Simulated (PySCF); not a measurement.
How the method changes the constants of CeF

State: quartet, about 1.1 electrons in the 4f shell (Mulliken), real f orbitals that mix terms. Set-up: PySCF, spin-free X2C with a Gaussian nucleus, basis sets Ce x2c-SVPall, F x2c-SVPall. De refers to Ce (4f1 5d1 6s2) + F in their high-spin ground configurations, without counterpoise correction. The functionals are run spin-unrestricted. A positive dipole means Ce(−)F(+). Levels whose curve was spin-contaminated or gave no clean fit are not listed.

```
      Level  Re (Å)  ωe (cm⁻¹)  De (eV)  μ (D)  CPU s a point (SCF and correlation, without the integrals)
        UHF   2.071        546      n/a  -3.18                                                         2.1
    UHF-MP2   2.020        578      n/a    n/a                                                           4
UHF-SCS-MP2   2.031        571      n/a    n/a                                                         n/a
   UHF-CCSD   2.033        568     6.34    n/a                                                         n/a
UHF-CCSD(T)   2.029        572     6.37    n/a                                                         230
        PBE   2.005        578     7.37  -2.38                                                         7.2
       PBE0   2.008        580     6.88  -2.68                                                           8
     M06-2X   2.024        571     6.23  -2.53                                                           8
      ωB97X   2.020        573     6.58  -2.35                                                          20
```

Problem. Which functional lies closest to UHF-CCSD(T) in De, which farthest, and by how much do they differ from it?

Solution. Closest is M06-2X (-0.5 pm in Re, -0.2 % in ωe, -0.14 eV in De against UHF-CCSD(T) in the same basis), farthest PBE (-2.4 pm in Re, +1.0 % in ωe, +1.00 eV in De). CCSD(T) converges more slowly with the basis than the functionals do and binds too weakly in this one, so the order can change at the basis-set limit.

Problem. What does second-order correlation do here, going from UHF to UHF-MP2?

Solution. UHF-MP2 less UHF: -5.1 pm in Re, +5.9 % in ωe. Correlation nearly always deepens the well. The bond shortens, as in weak, metallic or heavy-atom bonds, where dispersion and the correlation of outer-core electrons pull the atoms together.

Problem. What does the triples do here, going from UHF-CCSD to UHF-CCSD(T)?

Solution. UHF-CCSD(T) less UHF-CCSD: -0.4 pm in Re, +0.7 % in ωe, +0.03 eV in De. Correlation nearly always deepens the well. The bond shortens, as in weak, metallic or heavy-atom bonds, where dispersion and the correlation of outer-core electrons pull the atoms together.

Correlated steps freeze 19 core orbitals. Correlated levels converge slowly with the basis: in double zeta they bind strong bonds too weakly, by up to about 1 eV, and carry superposition errors of some tenths. These are scalar-relativistic numbers at best; spin–orbit coupling would shift them, the dissociation energy most. Counting both spins, an empty level lies below a filled one in some of these solutions, because spin and occupation are held. With d or f electrons several states lie close, and the lowest PBE0 determinant need not be the measured ground state.

The whole job (state search and all levels along the bond) took about 30 min on 2 threads of Arm Neoverse V1 (shared host), peak memory 3.8 GiB.
